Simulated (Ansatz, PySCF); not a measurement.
This PySCF input computes a r2SCAN/def2-TZVPD energy:

```python
from pyscf import gto, scf, dft

mol = gto.M(
    atom='''
    Sn   -0.00000000   -0.00000000   -1.41351307
    I     0.00000000    0.00000000    1.33350289
    ''',
    basis='def2-tzvpd',
    ecp='def2-tzvp',
    charge=0,
    spin=1,
    symmetry='C2v',
    verbose=4,
)

mf = dft.UKS(mol, xc='r2scan').density_fit(auxbasis='def2-universal-jkfit')
mf.grids.level = 4
mf.conv_tol = 1e-9
mf.max_cycle = 100
mf.max_memory = 1500
mf.kernel()
if not mf.converged:
    mf = mf.newton()
    mf.kernel(mf.make_rdm1())
mf.analyze()
```

Question: Write an input for the same energy in Ansatz (a quantum-chemistry and plane-wave program) and say what it gives.

Answer: 
Ansatz 0.2 input:
```yaml
crystal:
  periodic: [false, false, false]
  atoms:
    - {symbol: Sn, position_ang: [-0.00000000, -0.00000000, -1.41351307]}
    - {symbol: I, position_ang: [0.00000000, 0.00000000, 1.33350289]}
basis:
  gaussian:
    orbitals: def2-TZVPD
hamiltonian:
  xc: {name: r2SCAN}
magnetization: {spin_polarized: true, initial_magnetization: 1}
output: {forces: true}
```
It gives -512.24145 Eh, and PySCF -512.24146 Eh, a difference of 0.01 mEh.
